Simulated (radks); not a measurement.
Problem. Ru29+, configuration [Ne] 3s2 3p3 (the NIST ground configuration). Method: Dirac Kohn-Sham, PBE, spin-unpolarised, spherical densities, point nucleus; open shells are shared between the two j in proportion to 2j + 1; computed with a radial shooting solver on a logarithmic mesh with Libxc functionals. Some entries of the table are withheld. Estimate them.

orbital,occ.,eigenvalue (eV),<1/r> (bohr^-1)
1s1/2,2,-23405.02,(1)
2s1/2,2,-4576.310,10.63
2p1/2,2,-4352.017,(2)
2p3/2,4,-4217.890,(3)
3s1/2,2,-1724.429,4.201
3p1/2,1,-1644.951,4.139
3p3/2,2,-1613.306,4.001
3d3/2,0,(4),3.874
3d5/2,0,(5),3.838
4s1/2,0,-890.6869,2.199

Solution. 
(1) 1s1/2 <1/r> (bohr^-1): 45.88
(2) 2p1/2 <1/r> (bohr^-1): 10.58
(3) 2p3/2 <1/r> (bohr^-1): 10.03
(4) 3d3/2 eigenvalue (eV): -1495.833
(5) 3d5/2 eigenvalue (eV): -1488.596
